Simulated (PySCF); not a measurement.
# Stationary points of ZrH₅⁻

Computed with PySCF, PBE0, basis Zr def2-TZVPD with ECP28, H def2-TZVPD (scalar-relativistic core potentials, no spin–orbit coupling, density fitting).

Relaxations began from a few typed shapes. The search is not exhaustive: other isomers or separated fragments can lie lower, and high-lying points may rest on an excited occupation.

Question: Order these stationary points by electronic energy, lowest first, in kJ/mol from the lowest minimum.
A. singlet C4v: Zr–H 1.903 Å (×4), Zr–H 1.939 Å; H–Zr–H 80.6° (×4), H–Zr–H 113.8° (×4), H–Zr–H 132.4° (×2)
B. singlet D3h: Zr–H 1.889 Å (×3), Zr–H 1.991 Å (×2); H–Zr–H 90.0° (×6), H–Zr–H 120.0° (×3), H–Zr–H 180.0°

Answer: A (0.0), B (22.2).

Question: Which of them are minima?

Answer: By energy in kJ/mol, 0.0: minimum; 22.2: saddle point, 2 imaginary modes.

For the lowest minimum: stability towards spin polarisation was not tested. The lowest empty level of this anion is unbound, so it and the gap depend on the basis.
